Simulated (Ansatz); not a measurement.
Species: C4H3N, SMILES `CC#CC#N` (charge 0, multiplicity 1), formula C4H3N.

How many basis functions does Ansatz (a program for electronic structure) with frozen-core CCSD(T)/cc-pVTZ // B3LYP-D3(BJ)/def2-TZVP use, how many core orbitals are frozen, and how many electrons are correlated?

192 basis functions and 5 frozen orbitals, which leaves 24 correlated electrons. Core time is of the order of seconds.
